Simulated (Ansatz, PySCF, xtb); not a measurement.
Reaction R1 → P1 + P2, each structure at its B3LYP-D3(BJ)/def2-SVP stationary point, reached from a drawn start (curvature not checked).
R1, C5H14AgN3Si2 (SMILES Cn1ccn(C)[c]1=[Ag][N]([SiH3])[SiH3]) (charge 0, multiplicity 1, Z-matrix in Å and degrees):
```
Ag
N 1 2.0662
Si 2 1.7175 1 116.62
Si 2 1.7175 3 126.05 1 169.30
H 4 1.5021 2 112.08 3 30.53
H 3 1.5021 2 112.05 4 -29.89
H 3 1.5032 6 107.19 2 122.47
H 4 1.5034 5 107.18 2 -122.42
H 3 1.5061 6 105.95 7 111.45
H 4 1.5062 5 105.94 8 -111.44
C 1 2.0777 4 151.48 5 -145.62
N 11 1.3589 1 127.78 4 -175.51
N 11 1.3589 12 104.55 1 -179.63
C 13 1.3856 11 111.20 12 0.08
C 14 1.3614 13 106.53 11 -0.06
H 15 1.0864 14 130.89 13 -179.90
H 14 1.0864 15 130.89 16 0.00
C 12 1.4547 11 124.61 13 -179.96
H 18 1.0969 12 108.50 11 -1.71
H 18 1.1000 19 109.12 12 120.22
H 18 1.1002 19 109.14 20 119.42
C 13 1.4548 11 124.61 12 -179.99
H 22 1.0969 13 108.51 11 1.49
H 22 1.1000 23 109.11 13 -120.23
H 22 1.1001 23 109.15 24 -119.42
```
P1, AgH6NSi2 (SMILES [SiH3][N]([SiH3])[Ag]) (charge 0, multiplicity 1):
```xyz
10

Ag     0.007    -1.036     2.395
N      0.000    -0.123     0.536
Si     1.554     0.116    -0.184
Si    -1.555     0.057    -0.200
H      1.417     0.960    -1.413
H      2.241    -1.156    -0.588
H      2.494     0.804     0.759
H     -2.189    -1.239    -0.612
H     -2.531     0.708     0.733
H     -1.437     0.908    -1.427
```
P2: C5H8N2 (SMILES CN1[C]N(C)C=C1), charge 0, multiplicity 1.

P less R. No zero-point or thermal terms; singlets are restricted closed shells; no spin–orbit coupling. One arrangement of each flexible species, with no search for the lowest. The spin states of the d-block species are the ones drawn and need not be the lowest.

Codes used: Ansatz (a quantum-chemistry and plane-wave program); PySCF for M06-2X and the D3/D4 terms; xtb for the GFN methods. All values are computed, each at the level named. Elements past Kr take the def2 small-core potentials, without spin–orbit coupling.

Question: One of these levels gives 60.92 kcal/mol for the reaction energy. Which one is it?
(A) M06-2X/def2-TZVPP
(B) PBE-D3(BJ)/def2-TZVPP
(C) GFN2-xTB

Answer: B, PBE-D3(BJ)/def2-TZVPP. The others give 45.22 (GFN2-xTB), 49.34 (M06-2X/def2-TZVPP)
